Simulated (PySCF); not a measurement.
CH3FO2Si2, SMILES O=C1[SiH2][Si@H](O1)F. Geometry: PBE0-D3(BJ)/def2-SVP. The structure was generated by enumeration; whether it is a known compound was not checked.

Computed equilibrium geometry at PBE0-D3(BJ)/def2-SVP (PySCF confirms it by a frequency run) as bond lengths and angles:
Atoms: O1 C2 O3 Si4 F5 Si6 H7 H8 H9. Bonded distances (Å): O1–C2 1.187, C2–O3 1.382, C2–Si6 1.970, O3–Si4 1.711, Si4–F5 1.618, Si4–Si6 2.318, Si4–H7 1.480, Si6–H8 1.490, Si6–H9 1.489. Angles (°): O1–C2–O3 122.9, O1–C2–Si6 135.0, O3–C2–Si6 102.0, C2–O3–Si4 107.1, O3–Si4–F5 109.8, O3–Si4–Si6 80.0, O3–Si4–H7 110.6, F5–Si4–Si6 116.7, F5–Si4–H7 107.2, Si6–Si4–H7 127.9, C2–Si6–Si4 70.6, C2–Si6–H8 112.5, C2–Si6–H9 115.2, Si4–Si6–H8 119.4, Si4–Si6–H9 120.6, H8–Si6–H9 111.9.
Charge 0, spin multiplicity 1.
